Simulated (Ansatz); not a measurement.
Mulliken charges of ClH₃S₃Sn (`[SH][Sn]([SH])([SH])[Cl]`) from r2SCAN/def2-TZVPP in Ansatz (PBE0-D4/def2-TZVP geometry).

| atom | x (Å) | y (Å) | z (Å) | charge (e) |
| --- | --- | --- | --- | --- |
| S1 | -1.335 | 1.552 | 1.198 | -0.323 |
| Sn2 | 0.192 | 0.282 | -0.114 | 0.937 |
| S3 | 1.970 | -0.301 | 1.357 | -0.323 |
| S4 | -0.762 | -1.610 | -1.209 | -0.323 |
| Cl5 | 0.939 | 1.559 | -1.904 | -0.348 |
| H6 | -2.069 | 1.874 | 0.118 | 0.127 |
| H7 | 2.369 | -1.296 | 0.545 | 0.127 |
| H8 | -1.212 | -2.117 | -0.047 | 0.126 |

**Question.** By hand: the dipole of these point charges (1 e Å = 4.8032 D).

**Answer.** Σ q r = (-0.220, -0.356, 0.199) e Å, of length 0.463 e Å = 2.22 D.

**Question.** How does the dipole of the full density compare? (Estimate.)

**Answer.** Ansatz gave: (-0.178, -0.281, 0.146) e Å, 1.74 D; the point charges give 1.28 times that, at 2° from its direction.

Point charges leave out the atoms' own dipoles, such as those of lone pairs, and Mulliken's split depends on the basis, so the two needn't agree.
